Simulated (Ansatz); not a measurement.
Born–Oppenheimer molecular dynamics of CH3ClZn (6 atoms, charge 0, multiplicity 1). It starts from a relaxed structure.

Level of theory: RKS PBE0-D4/def2-SVP in Ansatz 0.2.0.

```
ensemble        : NVT, Langevin thermostat
time step       : 1 fs
steps asked     : 250
set temperature : 2000 K
friction        : 0.01 /fs
seed            : 33926
```

Frames 20 fs apart, positions in Å, forces in eV/Å.

Velocities at 10 fs (Å/ps):

```
Zn 0.84 -3.44 -0.58
C 8.42 13.42 7.67
H 20.69 -13.77 -11.34
H -15.54 66.74 6.04
H 32.62 17.65 -20.71
Cl -4.05 4.10 -5.40
```

```xyz
6
Properties=species:S:1:pos:R:3:forces:R:3 time_fs=10 energy_less_start_eV=0.422 T=943
Zn 0.006 -0.040 0.001 0.70 0.31 0.38
C 0.140 0.213 1.987 -0.89 -1.30 0.52
H -0.895 -0.115 2.236 0.07 -0.38 0.06
H 0.790 -0.411 2.729 -0.67 1.27 -1.58
H -0.007 1.266 2.273 0.89 0.20 -0.03
Cl -0.034 0.013 -2.161 -0.09 -0.10 0.64
6
Properties=species:S:1:pos:R:3:forces:R:3 time_fs=30 energy_less_start_eV=0.620 T=744
Zn 0.062 -0.047 -0.050 -0.59 0.53 0.02
C 0.177 0.450 1.941 0.43 -3.47 -0.19
H -0.635 0.222 2.718 1.06 -0.64 -1.16
H 1.230 0.012 2.180 -1.77 1.05 0.23
H 0.114 1.486 1.929 0.68 2.71 -0.18
Cl -0.120 0.040 -2.271 0.18 -0.18 1.29
6
Properties=species:S:1:pos:R:3:forces:R:3 time_fs=50 energy_less_start_eV=0.681 T=1021
Zn 0.112 -0.010 -0.093 -0.69 0.60 -2.71
C 0.272 0.577 1.707 -0.60 -2.54 1.85
H -0.661 0.214 2.367 2.20 0.27 -1.25
H 1.276 0.070 1.983 -1.56 0.73 0.34
H 0.315 1.625 1.922 0.32 1.13 -0.28
Cl -0.204 -0.035 -2.410 0.33 -0.19 2.05
6
Properties=species:S:1:pos:R:3:forces:R:3 time_fs=70 energy_less_start_eV=0.820 T=2216
Zn 0.183 0.148 -0.263 -0.46 -1.20 -1.79
C 0.406 0.536 1.581 -2.39 -2.04 2.04
H -0.655 0.738 1.918 0.61 0.45 -0.59
H 0.773 0.153 2.572 0.45 -0.65 -1.35
H 0.907 1.413 1.400 1.29 3.18 0.07
Cl -0.417 -0.101 -2.437 0.50 0.26 1.62
6
Properties=species:S:1:pos:R:3:forces:R:3 time_fs=90 energy_less_start_eV=0.762 T=3223
Zn 0.292 0.235 -0.584 0.09 1.42 2.40
C 0.505 0.643 1.369 0.50 -2.86 -2.62
H -0.234 1.137 1.939 -0.80 1.35 0.50
H 0.239 -0.459 1.483 0.92 0.69 0.82
H 1.569 0.875 1.460 -0.03 -0.04 0.84
Cl -0.627 -0.155 -2.332 -0.68 -0.55 -1.93
6
Properties=species:S:1:pos:R:3:forces:R:3 time_fs=110 energy_less_start_eV=0.653 T=3738
Zn 0.491 0.400 -0.907 0.23 -0.39 1.36
C 0.799 0.571 1.065 0.02 2.59 0.35
H 0.207 1.583 1.180 1.00 -1.52 0.10
H 0.123 -0.164 1.486 -0.38 -0.61 0.18
H 1.697 0.652 1.784 -0.91 -0.16 -1.57
Cl -0.922 -0.233 -2.340 0.04 0.08 -0.41
6
Properties=species:S:1:pos:R:3:forces:R:3 time_fs=130 energy_less_start_eV=1.259 T=3268
Zn 0.667 0.503 -1.089 -2.92 -1.10 -2.04
C 1.126 0.625 0.699 4.34 1.68 2.99
H 1.393 1.749 1.119 -0.41 -2.66 -1.22
H 0.364 0.301 1.396 -0.80 -0.43 0.03
H 2.093 -0.071 0.958 -2.10 1.71 -0.59
Cl -1.193 -0.273 -2.381 1.90 0.80 0.84
6
Properties=species:S:1:pos:R:3:forces:R:3 time_fs=150 energy_less_start_eV=1.001 T=2937
Zn 0.697 0.515 -1.284 -0.85 -0.02 -0.21
C 1.671 0.680 0.449 1.40 2.19 -0.50
H 2.548 1.191 1.006 -0.89 -0.51 -1.82
H 0.828 1.083 0.972 -1.15 -0.29 0.93
H 1.812 -0.360 0.511 -0.04 -1.92 0.95
Cl -1.198 -0.175 -2.359 1.53 0.56 0.66
6
Properties=species:S:1:pos:R:3:forces:R:3 time_fs=170 energy_less_start_eV=1.389 T=2936
Zn 0.791 0.521 -1.458 0.98 1.15 2.33
C 1.938 0.718 0.195 2.56 4.86 -5.89
H 2.641 0.202 -0.523 0.89 0.48 1.28
H 2.324 1.729 0.605 -0.66 -1.82 -0.74
H 1.616 0.019 0.790 -2.11 -4.03 4.26
Cl -0.983 -0.076 -2.211 -1.67 -0.64 -1.25
6
Properties=species:S:1:pos:R:3:forces:R:3 time_fs=190 energy_less_start_eV=1.076 T=5110
Zn 0.926 0.656 -1.459 0.77 -0.70 0.49
C 2.507 0.681 -0.353 3.01 3.42 -0.53
H 2.716 -0.214 0.351 -0.25 1.61 -1.01
H 3.554 1.198 -0.891 -2.61 -2.37 1.10
H 2.333 1.724 0.149 -0.11 -1.95 0.40
Cl -0.929 -0.084 -2.013 -0.80 -0.02 -0.45
6
Properties=species:S:1:pos:R:3:forces:R:3 time_fs=210 energy_less_start_eV=1.646 T=4437
Zn 1.121 0.806 -1.440 0.27 -0.22 -0.96
C 3.147 1.081 -1.025 1.94 -2.79 -0.84
H 2.885 1.129 0.040 0.93 0.86 0.54
H 3.472 -0.110 -1.024 -0.69 2.60 -0.35
H 4.245 1.641 -1.412 -3.94 -1.16 1.15
Cl -0.928 -0.054 -1.915 1.49 0.71 0.46
6
Properties=species:S:1:pos:R:3:forces:R:3 time_fs=230 energy_less_start_eV=1.615 T=2809
Zn 1.316 0.882 -1.422 -1.06 0.10 -0.04
C 3.356 1.137 -1.407 -2.69 -1.21 -0.43
H 4.047 1.893 -1.606 0.50 2.74 -0.24
H 3.835 0.646 -0.536 -0.40 -1.19 -0.89
H 3.164 0.766 -2.464 1.41 -1.24 1.01
Cl -0.890 0.090 -1.976 2.24 0.80 0.59
```

Of the whole run (250 fs, mean temperature of the second half 3762 K): The mean temperature of the second half is 88 % above the set value. A run of 0.25 ps of so small a system gives no equilibrium averages.

Run time: 6.8 min on 2 threads of Intel(R) Xeon(R) Platinum 8259CL CPU @ 2.50GHz (Skylake/Cascade Lake) (shared host), peak memory 0.18 GiB.
